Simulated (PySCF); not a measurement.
## From a computed spectrum to the compound

A species of 5 atoms with charge 2 has these harmonic modes (PBE, small Gaussian bases with core potentials, PySCF 2.14.0):

| cm⁻¹ | km/mol | symmetry |
| --- | --- | --- |
| 189 | 1.4 | a1 |
| 230 | 1.4 | b2 |
| 273 | 0.0 | a2 |
| 283 | 0.4 | b1 |
| 389 | 0.0 | a1 |
| 762 | 12.8 | a1 |
| 786 | 23.9 | b1 |
| 1023 | 4.9 | b2 |
| 1035 | 1.2 | a1 |

Task: Which species is it, and in which structure?

Result: [OsO2F2]2+ (singlet):
```xyz
5

Os    0.0000    0.0000    0.0090
O     0.9361    0.9361    1.0238
O    -0.9361   -0.9361    1.0238
F     1.0883   -1.0883   -0.9072
F    -1.0883    1.0883   -0.9072
```
Ideal gas at 298.15 K and 1 bar: S = 319.7 J/(mol K), Cp = 77.8 J/(mol K), H − H(0 K) = 16.6 kJ/mol (rigid rotor, harmonic modes, spin degeneracy alone). 
 Other answers can fit too; this one was computed.
